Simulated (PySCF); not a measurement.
RbF, SMILES [F][Rb]. Atoms are numbered in the order given.

```xyz
2

Rb     0.0000     0.0000    -0.4635
F      0.0000     0.0000     1.9054
```

Coordinates come from a PBE-D3(BJ)/def2-TZVPD optimisation. The def2 effective core potentials stand for the cores of Rb; spin–orbit coupling is left out.

The numbers are results of TDA-ωB97X/def2-TZVPD (PySCF 2.14.0), not measurements.

Vertical excitations; the highest root listed may be one member of a degenerate set.  State labels are in the subgroup C2v.

Problem. Estimate the UV-visible absorptions. (The exact figures need the calculation; the answer reports its results.)

Solution. 
```tsv
state	symmetry	energy (eV)	λ (nm)	f	main pairs
S1	B2	5.40	230	0.018	HOMO−1→LUMO, HOMO−1→LUMO+3, HOMO−1→LUMO+8 (degenerate set)
S2	B1	5.40	230	0.018	HOMO−2→LUMO, HOMO−2→LUMO+3, HOMO−2→LUMO+8 (degenerate set)
S3	A1	5.41	229	0.035	HOMO→LUMO 61 %, HOMO→LUMO+3 13 %, HOMO→LUMO+8 12 %
S4	B2	6.62	187	0.001	HOMO→LUMO+2, HOMO→LUMO+7 (degenerate set)
S5	B1	6.62	187	0.001	HOMO→LUMO+1, HOMO→LUMO+6 (degenerate set)
S6	A2	6.63	187	0.000	HOMO−1→LUMO+1 29 %, HOMO−2→LUMO+2 29 %, HOMO−1→LUMO+6 16 %, HOMO−2→LUMO+7 16 %
S7	A1	6.63	187	0.000	HOMO−1→LUMO+2 29 %, HOMO−2→LUMO+1 29 %, HOMO−1→LUMO+7 16 %, HOMO−2→LUMO+6 16 %
S8	A2	6.66	186	0.000	HOMO−2→LUMO+2 30 %, HOMO−1→LUMO+1 30 %, HOMO−2→LUMO+7 15 %, HOMO−1→LUMO+6 15 %
S9	A1	6.70	185	0.000	HOMO−2→LUMO+1 27 %, HOMO−1→LUMO+2 27 %, HOMO−2→LUMO+6 10 %, HOMO−1→LUMO+7 10 %
S10	B2	6.81	182	0.027	HOMO−1→LUMO+8 31 %, HOMO−1→LUMO 26 %, HOMO−1→LUMO+3 25 %, HOMO−1→LUMO+17 9 %
T1	A1	5.26	236	0	HOMO→LUMO 64 %, HOMO→LUMO+3 11 %, HOMO→LUMO+8 11 %
T2	B2	5.37	231	0	HOMO−1→LUMO, HOMO−1→LUMO+3, HOMO−1→LUMO+8 (degenerate set)
T3	B1	5.37	231	0	HOMO−2→LUMO, HOMO−2→LUMO+3, HOMO−2→LUMO+8 (degenerate set)
T4	A1	6.46	192	0	HOMO−1→LUMO+2 24 %, HOMO−2→LUMO+1 24 %, HOMO−1→LUMO+7 20 %, HOMO−2→LUMO+6 20 %
```
Triplets are in the Tamm–Dancoff approximation.
